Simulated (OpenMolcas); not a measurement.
**doublet [BClF2]+: a scaling law for ROMP2**

The species is [BClF2]+ (4 atoms), meant as a doublet with charge +1. SMILES of the parent species: `FB(F)Cl`. The coordinates come from a PBE0-D4/def2-TZVP relaxation. That shape belongs to the parent species and isn't relaxed for this state.

ROMP2 (DKH2), 8 core orbitals frozen, energy, OpenMolcas 26.06, on 1 thread of Arm Neoverse V1, shared host. N is the number of basis functions, t the processor time.

| basis | N | t (s) | ln N | ln t |
| --- | --- | --- | --- | --- |
| ANO-RCC-MB | 24 | 3.4 | 3.178 | 1.224 |
| ANO-RCC-VDZ | 40 | 4 | 3.689 | 1.386 |
| ANO-RCC-VDZP | 60 | 8 | 4.094 | 2.079 |
| ANO-RCC-VTZP | 124 | ? | 4.820 | ? |

Question: Fit t = C·Nᵖ to the known rows and estimate the time in ANO-RCC-VTZP.

Answer: 
1. Means of the 3 rows: ln N = 3.65367, ln t = 1.5630.
2. Σ(Δln N)² = 0.4214, Σ(Δln N·Δln t) = 0.38221, so the slope is 0.38221/0.4214 = 0.907.
3. Intercept: 1.5630 − (0.907) × 3.65367 = -1.7509. The largest residual of the fit is 0.209.
4. ln t = -1.7509 + 0.907 × 4.820, so t ≈ 14 s.

The run took 51 s, so the estimate is too short by a factor of about 3.6. The fitted power is 0.9, with the electron count fixed. The times don't lie on a line: the count of functions alone doesn't set the cost here, and shared hosts add noise. Fixed start-up costs flatten the line at the short runs, so it runs low for the long one.
